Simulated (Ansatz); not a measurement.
Reaction (germylene formation by 1,1-elimination): `C[CH2][GeH]([F])[Cl]` → `C[CH2][Ge][F]` + HCl

Gas-phase electronic energies from Ansatz, PBE0-D4/def2-TZVP geometries. CBS: MP2 limit from def2 TZ/QZ plus the TZ coupled-cluster correction, frozen cores. This one scheme is used for every species. DFT in def2-TZVPP. B3LYP here is the variant with VWN-RPA as its local correlation; programs differ in this. For Ge outer-core shells are correlated without core-valence functions, which leaves a few kJ/mol of doubt a bond. Scalar relativity is left out up to krypton. One conformer a species, not always the lowest.

CCSD(T)/CBS gives +192.1 kJ/mol.

Another level gave +186.5 kJ/mol. Which?
A. r2SCAN-D4/def2-TZVPP
B. B2PLYP/def2-TZVPP
C. B3LYP/def2-TZVPP
D. PBE-D4/def2-TZVPP

B. B2PLYP 186.5, r2SCAN-D4 206.2, B3LYP 167.2, PBE-D4 182.2 kJ/mol.

Largest T1 diagnostic among the species: 0.013.

In def2-TZVPP, CCSD(T) changes the Hartree–Fock value by +3.1 kJ/mol (the triples alone add +1.1 kJ/mol) and MP2 by +17.2 kJ/mol. From PBE to PBE0 (25 % exact exchange), in def2-TZVPP and without D4, ΔE moves by +19.7 kJ/mol.
